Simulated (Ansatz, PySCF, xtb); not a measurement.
System: H6BN, singlet: internal rotation, threefold axis kept, other coordinates relaxed. Scanned: torsion (0 = eclipsed). Other coordinates (B-N length, H-B-N angle, H-N-B angle, B-H length, N-H length) were minimised at B3LYP/def2-TZVP.

- RKS-B3LYP/3-21G = restricted B3LYP/3-21G in PySCF
- GFN1-xTB (xtb)
- RKS-B3LYP/6-31G* = restricted B3LYP/6-31G*, spherical d run with PySCF
- CCSD(T)/aug-cc-pVQZ = CCSD(T) on RHF/aug-cc-pVQZ, frozen core (Ansatz, a first-principles code)

Energies relative to the lowest point of each profile, in kJ/mol; the last columns give the difference from CCSD(T):

| at / ° | RKS-B3LYP/3-21G | GFN1-xTB | RKS-B3LYP/6-31G* | CCSD(T)/aug-cc-pVQZ | RKS-B3LYP/3-21G − CCSD(T)/aug-cc-pVQZ | GFN1-xTB − CCSD(T)/aug-cc-pVQZ | RKS-B3LYP/6-31G* − CCSD(T)/aug-cc-pVQZ |
|---|---|---|---|---|---|---|---|
| 0 | 8.64 | 4.80 | 8.62 | 8.22 | 0.41 | -3.43 | 0.40 |
| 13 | 7.68 | 4.29 | 7.70 | 7.35 | 0.33 | -3.06 | 0.34 |
| 23 | 5.99 | 3.27 | 5.98 | 5.66 | 0.33 | -2.38 | 0.32 |
| 33 | 3.78 | 2.04 | 3.78 | 3.55 | 0.23 | -1.51 | 0.22 |
| 43 | 1.71 | 0.88 | 1.70 | 1.57 | 0.14 | -0.69 | 0.12 |
| 53 | 0.34 | 0.13 | 0.32 | 0.27 | 0.06 | -0.14 | 0.04 |
| 60 | 0.00 | 0.00 | 0.00 | 0.00 | 0.00 | 0.00 | 0.00 |

RKS-B3LYP/3-21G is furthest from CCSD(T)/aug-cc-pVQZ at 0 (0.41 kJ/mol, above); its mean absolute difference over the points is 0.21 kJ/mol.

GFN1-xTB is furthest from CCSD(T)/aug-cc-pVQZ at 0 (-3.43 kJ/mol, below); its mean absolute difference over the points is 1.60 kJ/mol.

RKS-B3LYP/6-31G* is furthest from CCSD(T)/aug-cc-pVQZ at 0 (0.40 kJ/mol, above); its mean absolute difference over the points is 0.21 kJ/mol.
